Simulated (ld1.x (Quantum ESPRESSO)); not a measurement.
# Transferability test, TM semilocal potential for tin

Sn (Z = 50), norm-conserving Troullier–Martins (semilocal form), made with ld1.x (Quantum ESPRESSO) 7.5 (LDA (PZ), scalar-relativistic). Core [Kr], reference 4d10 5s2 5p1.5 (charge +0.5). Waves: 5s (bound): rc 1.80 bohr; 5p (bound): rc 1.90 bohr; 4d (bound): rc 1.35 bohr. Local part: the d channel. Core correction: none.

Energies are relative to the spin-unpolarised reference configuration 4d10 5s2 5p1.5; without spin polarisation the order of configurations can differ from experiment. Spin-polarised rows fill each open shell by Hund’s rule, majority spin first.

| valence configuration | charge | ΔE all-electron (eV) | error AE − PS (meV) |
| --- | --- | --- | --- |
| 4d10 5s2 5p1 | +1 | 4.382 | -0.6 |
| 4d10 5s2 5p0 | +2 | 18.646 | -0.9 |
| 4d10 5s0 5p0 | +4 | 91.655 | +40 |
| 4d10 5s1 5p2 | +1 | 12.116 | +2.8 |
| 4d10 5s2 5p2.3 | -0.3 | -3.615 | +1.8 |
| 4d10 5s2 5p1.5 (spin-polarised) | +0.5 | -0.304 | +4.0 |
| 4d10 5s2 5p2 (spin-polarised) | 0 | -3.191 | +7.0 |

(1) What are ΔE and the potential's error for 4d9 5s2 5p3?

(2) What are ΔE and the potential's error for 4d10 5s2 5p2?

Levels in the configuration 4d9 5s2 5p3:

| level | all-electron (eV) | pseudo (eV) |
| --- | --- | --- |
| 4d | -31.643 | -31.854 |
| 5s | -12.732 | -12.678 |
| 5p | -4.955 | -4.922 |

Results:

(1) ΔE = 21.632 eV all-electron; the error (AE − PS) is -138 meV.

(2) ΔE = -2.716 eV all-electron; the error (AE − PS) is +1.1 meV.
